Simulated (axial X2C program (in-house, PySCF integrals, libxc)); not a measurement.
**Which molecule has these constants?**

Calculated with an in-house all-electron X2C program for linear molecules (integrals from PySCF), spin-free (one-electron X2C) or two-component (2c: spin–orbit coupling with atomic mean-field Coulomb and Gaunt terms, which also bring small scalar terms), in Dyall basis sets with cores contracted in-house; open shells are unrestricted.

A two-component PBE0 calculation in a Dyall 3-zeta basis gave Re = 2.438 Å, ωe = 371.3 cm⁻¹, dipole magnitude 3.72 D, Ω = 3/2.

**Question.** Which molecule is it?
A. NaRu
B. LiRu
C. RuH

**Answer.** B. The others have NaRu 2.763 Å and 195.1 cm⁻¹ (Ω = 3/2); RuH 1.584 Å and 1966.0 cm⁻¹ (Ω = 3/2).

Each entry is the lowest single determinant of a limited PBE0 search at one distance. De goes to single-determinant-based atoms at the same level (for ions the charge split of lowest energy) and is withheld (n/a) where an atom does not fit its ground term or J level. Main or longest-lived isotopes. One determinant is a doubtful description, or other states lie close, for LiRu, NaRu, RuH; these need not be ground states, and all values refer to the states named. With several unpaired electrons the Ω given is that of one determinant, not necessarily of the lowest component. The functionals have no current term, which raises determinants with orbital currents.
